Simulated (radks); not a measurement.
Initial-state core-level shifts of neutral lanthanum when its valence configuration changes from [Xe] 5d1 6s2. Method: non-relativistic Kohn-Sham, TPSS, spin-polarised, spherical densities, point nucleus; open shells are filled with parallel spins first (spin-orbit coupling, left out, can overturn this in heavy ions); meta-GGA in the generalised Kohn-Sham scheme; relativity is left out, which matters for an element this heavy; computed with a radial shooting solver on a logarithmic mesh with Libxc functionals. Shifts are changes of the shell-averaged eigenvalues in eV (positive: less bound); the change of the density at the nucleus, which sets a Mossbauer isomer shift, is in e/bohr^3, on a base of 1.312e+05.

4f1 5d1 6s1: 1s +8.657; 4s +9.593; 4p +9.443; 4d +9.080; density at nucleus -13.95
4f1 6s2: 1s +6.875; 4s +7.791; 4p +7.635; 4d +7.251; density at nucleus -9.13
6s2 6p1: 1s -3.345; 4s -3.373; 4p -3.373; 4d -3.373; density at nucleus +3.35
5d1.5 6s1.5: 1s +1.166; 4s +1.184; 4p +1.185; 4d +1.187; density at nucleus -3.25
5d2 6s1: 1s +2.311; 4s +2.349; 4p +2.350; 4d +2.354; density at nucleus -5.98
4f1 5d1 6p1: 1s +7.732; 4s +8.682; 4p +8.531; 4d +8.166; density at nucleus -17.92
5d1.5 6s0.5 6p1: 1s +0.331; 4s +0.348; 4p +0.349; 4d +0.353; density at nucleus -7.67
5d3: 1s +4.163; 4s +4.250; 4p +4.253; 4d +4.264; density at nucleus -11.38
